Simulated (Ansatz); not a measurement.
The cluster CaSi2, relaxed as a singlet with RKS PBE-D4/def2-TZVP in Ansatz, starting from the GFN1-xTB geometry. Force threshold 0.02 eV/Å.

The structure comes from a short search, and lower isomers may exist.

Start:

```tsv
atom	x (Å)	y (Å)	z (Å)
Ca1	1.3756	-0.3673	0.8578
Si2	-0.1197	0.0914	-1.3763
Si3	-1.2559	0.2759	0.5184
```

```
step  energy (eV)  largest force component (eV/Å)  SCF passes
   1  -34177.9545                           0.567          19
   2  -34177.9671                           0.137          23
   3  -34177.9678                           0.011          25
```

Force components are those of the run's own axes.

End:

```xyz
3

Ca    1.377   -0.368    0.860
Si   -0.133    0.094   -1.359
Si   -1.245    0.274    0.499
```

By distances, no bond broke or formed. The bond that changes most is Si2–Si3, from 2.22 to 2.17 Å (atoms count from 1).

No frequencies were taken in this run, so the end may be a saddle point.

It took 2 s on 4 threads of Arm Neoverse V1 on a shared host.
